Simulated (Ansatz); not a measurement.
Be3Br4⁺. The state is a doublet with charge 1. Geometry PBE0-D4/def2-SVP, basis def2-TZVP, Ansatz.

```xyz
7

Be   -0.803    1.683   -2.000
Be    0.569   -1.553    1.814
Be   -0.578   -0.367    0.355
Br    0.872   -2.830    3.240
Br   -2.094    0.536   -0.866
Br    1.496   -0.131    0.397
Br    0.539    2.662   -2.941
```

```
run  HOMO (eV)  LUMO (eV)
  A     -10.26      -7.89
  B      -9.89      -8.34
  C     -11.01      -7.59
  D     -13.74      -4.14
```

Another isomer (doublet) lies 0.94 eV lower at PBE0-D4/def2-TZVP; other spin states weren't run for this one.

HOMO and LUMO are taken over both spins.

Problem. The runs used HF, PBE, PBE0, r2SCAN. Estimate which is which.

Solution. A r2SCAN (0 % exact exchange); B PBE (0 % exact exchange); C PBE0 (25 % exact exchange); D HF (100 % exact exchange). Exact exchange lowers occupied and raises empty levels; among semilocal functionals meta-GGAs tend to open the gap a little, and such runs are hard to tell apart. The gap grows from 1.56 eV (PBE) to 9.60 eV (HF).
